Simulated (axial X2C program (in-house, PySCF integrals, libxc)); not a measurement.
## Worked dissociation energy of PtB: PBE0, 2c

All values were computed with an in-house relativistic program for diatomic molecules. Two-component (2c) means X2C with spin–orbit coupling and atomic mean-field two-electron Coulomb and Gaunt terms. Basis: Pt dyall-cv3z [13s14p9d6f4g], B dyall-v3z [7s6p2d1f] (cores contracted in-house); Gaussian nuclei, density fitting, unrestricted open shells. Masses: Pt 194.965 u, B 11.009 u.

Molecular state: Ω = 1/2 (⟨Sz⟩ = 0.50, ⟨Lz⟩ = 0.00 at PBE0).

| Property | Result |
| --- | --- |
| E(Pt) (2M_J = 6) | -18417.330770 hartree |
| E(B) (2M_J = 1) | -24.625863 hartree |
| E(PtB) at Re | -18442.149068 hartree |
| ωe | 924.7 cm⁻¹ |
| ωexe | 4.96 cm⁻¹ |

Q: Work out De and D0.

A: De = -18417.330770 + (-24.625863) − (-18442.149068) = 0.19243 hartree = 5.236 eV. The zero-point energy is ωe/2 − ωexe/4 = 461 cm⁻¹ = 0.057 eV, so D0 = 5.179 eV.

The state is a single determinant with fixed occupations, the lowest that a limited PBE0 search found. Dissociation energies refer to the lowest single-determinant-based atoms at the same level and basis. Density functionals use the spin component along the axis (collinear). The 2c atoms are single determinants rather than J levels; their spin–orbit lowering is only partly caught, and De is too large by that part. This holds for PBE0. The functionals have no current-density term, which raises determinants with orbital currents, atoms included.

Each atomic determinant is the lowest at this level and need not be a pure J level. Totals compare only within one Hamiltonian and basis.
